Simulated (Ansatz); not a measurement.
Coupled-cluster diagnostics for Mg₄H₆, Ansatz.

Geometry of the singlet (r2SCAN-D4/def2-SVP):

```xyz
10

Mg    1.179    1.457   -0.105
Mg   -1.531    0.243   -1.715
Mg    0.522   -1.565   -0.850
Mg   -0.986   -0.181    1.589
H     0.501    0.900    1.513
H    -0.316   -1.763    0.715
H    -2.346   -0.214    2.630
H    -0.570   -1.587   -2.272
H     1.836    2.945   -0.643
H     1.712   -0.235   -0.860
```

Correlated methods freeze 4 core orbitals; core or outer-core shells of Mg are correlated, in sets that lack core-valence functions. Another isomer (singlet) lies 0.40 eV lower at PBE0-D4/def2-TZVP; other spin states weren't run for this one.

Problem. Estimate the CCSD(T) correlation energy, the shares of MP2 and (T), T1 and the reference's ⟨S²⟩ for: charge 0, singlet, own geometry in def2-TZVP; and the rough time on 4 threads of Arm Neoverse V1 on a shared host.

Solution. 
| state | basis | correlation (eV) | MP2 share (%) | (T) share (%) | T1 | ⟨S²⟩ (pure) | wall time | remarks |
| --- | --- | --- | --- | --- | --- | --- | --- | --- |
| charge 0, singlet, own geometry | def2-TZVP | -25.182 | 91.0 | 1.3 | 0.009 | 0.00 (0.00) | 86 s | restricted SCF unstable |
Customary marks for T1 are 0.02 (closed shells), 0.045 (open shells) and about 0.05 (3d metals). T1 stays under 0.02 throughout.
